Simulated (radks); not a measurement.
Initial-state core-level shifts of the ytterbium ion Yb3+ when its valence configuration changes from [Xe] 4f13. All-electron calculation, Dirac Kohn-Sham, LDA (Slater exchange, Perdew-Wang correlation), spin-unpolarised, spherical densities, finite nucleus; open shells are shared between the two j in proportion to 2j + 1; Fermi nuclear charge, rms radius 5.3108 fm. Program: a radial shooting solver on a logarithmic mesh with Libxc functionals. Shifts are changes of the shell-averaged eigenvalues in eV (positive: less bound); the change of the density at the nucleus, which sets a Mossbauer isomer shift, is in e/bohr^3, on a base of 1.022e+06.

valence,2p,3s,3p,5s,density at nucleus
4f12 6s1,-11.875,-12.894,-12.873,-7.589,+152.0
4f12.5 6p0.5,-6.425,-6.907,-6.896,-4.408,+28.8
4f12 5d1,-8.500,-9.608,-9.585,-4.412,+49.4
4f12 5d0.5 6p0.5,-10.830,-11.894,-11.872,-6.640,+54.6
4f11 6p2,-27.653,-29.874,-29.825,-17.914,+130.7
4f12.5 5d0.5,-4.136,-4.664,-4.654,-2.195,+23.8
4f11.5 5d1 6p0.5,-15.445,-17.139,-17.104,-8.878,+82.1
4f11 5d2,-17.848,-20.262,-20.212,-8.854,+105.6
4f12 6p1,-13.185,-14.199,-14.177,-8.871,+60.2
